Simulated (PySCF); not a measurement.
Two species compared at the same levels of theory.

First species: C6H7N3.
Bonds: C1–C2 (triple), C2–C3, C3–N4, N4–N5 (aromatic), N5–N6 (aromatic), N6–C7 (aromatic), C7–C8 (aromatic), C8–C9, N4–C8 (aromatic). Hydrogens: H10 on C1; H11, H12 on C3; H13 on C7; H14, H15, H16 on C9.

Second species: C₈H₁₃NO.
SMILES: `[H]/N=C1\C=CC[C@@H]1CCOC`

Levels: PBE0/pcSseg-1 for dipole moment, HOMO energy, LUMO energy and HOMO–LUMO gap; GFN2-xTB for rotational constant A and rotational constant C. Geometries: GFN2-xTB. Each species is one conformer at its optimised geometry, gas phase, non-relativistic unless stated. Electronic properties by PySCF.

Dipoles, sizes and rotational constants follow the conformer. The torsions of the flexible species, by atom-mapped SMILES:
- `[CH:1]#[C:2][CH2:3][n:4]1[n:5][n:6][cH:7][c:8]1[CH3:9]`: C2–C3–N4–N5 113°
- `[H]/[N:10]=[C:9]1/[C@@H:5]([CH2:4][CH2:3][O:2][CH3:1])[CH2:6][CH:7]=[CH:8]1`: C1–O2–C3–C4 -177°, O2–C3–C4–C5 178°, C3–C4–C5–C6 174°

```csv
property,column X,column Y
dipole moment,4.96 D,2.29 D
HOMO energy,-7.30 eV,-6.82 eV
LUMO energy,-0.03 eV,-1.00 eV
HOMO–LUMO gap,7.27 eV,5.82 eV
rotational constant A,3.028 GHz,3.016 GHz
rotational constant C,1.077 GHz,0.590 GHz
```

(1) Which column belongs to which species?

(2) How does each property change from the first species to the second?

## Answers

(1) Column X is the first species and column Y the second. The first has 16 atoms and 64 electrons, the second 23 and 76.

(2) dipole moment -2.67 D; HOMO energy +0.48 eV; LUMO energy -0.97 eV; HOMO–LUMO gap -1.45 eV; rotational constant A -0.012 GHz; rotational constant C -0.487 GHz.

On the first: In atomic units the dipole is 1.95 e·bohr (1 au = 2.5417 D).

On the second: The dipole equals about 7.6 × 10⁻³⁰ C·m (1 D = 3.33564 × 10⁻³⁰ C·m).
